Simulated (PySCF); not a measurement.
# Mayer bond orders and bond lengths

C₂H₅FSi.
Numbering: `[F:1][C@@H:2]1[CH2:3][SiH2:4]1` (hydrogens: H5 on C2; H6, H7 on C3; H8, H9 on Si4)

Cartesian coordinates in Å at the GFN2-xTB level; atoms count from 1:
```
atom  x, y, z in Å
F1    -1.015   -1.374   -1.068
C2    -0.633   -0.666    0.048
C3    -0.437    0.833   -0.175
Si4    1.163   -0.082    0.227
H5    -1.263   -0.974    0.877
H6    -0.619    1.161   -1.190
H7    -0.920    1.480    0.543
H8     2.062   -0.379   -0.868
H9     1.676    0.007    1.581
```

Bond orders from the PBE0/pcSseg-1 density (PySCF). Isolated species at its GFN2-xTB geometry, gas phase.

(1) How far do the computed orders between heavy atoms stray from the drawn ones?

(2) Give the Mayer order of every bond, beside its length.

## Answers

(1) The largest departure is 0.120, at F1–C2 (drawn single, 0.880).

(2) 
```
  bond  drawn as  length (Å)  Mayer order
 F1–C2    single       1.375        0.880
 C2–C3    single       1.528        0.895
C3–Si4    single       1.887        0.953
Si4–C2    single       1.897        0.932
 C2–H5    single       1.085        0.942
 C3–H6    single       1.081        0.939
 C3–H7    single       1.081        0.940
Si4–H8    single       1.448        0.951
Si4–H9    single       1.450        0.926
```

Bonds between the same two heavy elements. C–Si: lowest Si4–C2 (0.932, 1.897 Å), highest C3–Si4 (0.953, 1.887 Å).

Question: Sum the orders of all bonds at each heavy atom with more than one neighbour and set the sums beside the valence in the SMILES.

Answer: C2 3.649 (drawn 4), C3 3.727 (drawn 4), Si4 3.762 (drawn 4). Orders between atoms that aren't bonded are not in these sums.

For a closed shell the Mayer order of atoms A and B is Σ (PS)μν (PS)νμ over the basis functions μ on A and ν on B, with P the density and S the overlap matrix.

These values come from a run that also computed NMR shieldings. The run took 21 s wall, 16 s CPU on one thread, Intel Xeon at 2.50 GHz (x86_64), shared host with 64 logical CPUs at a one-minute load of 20, and the process peaked at 0.46 GiB of memory.
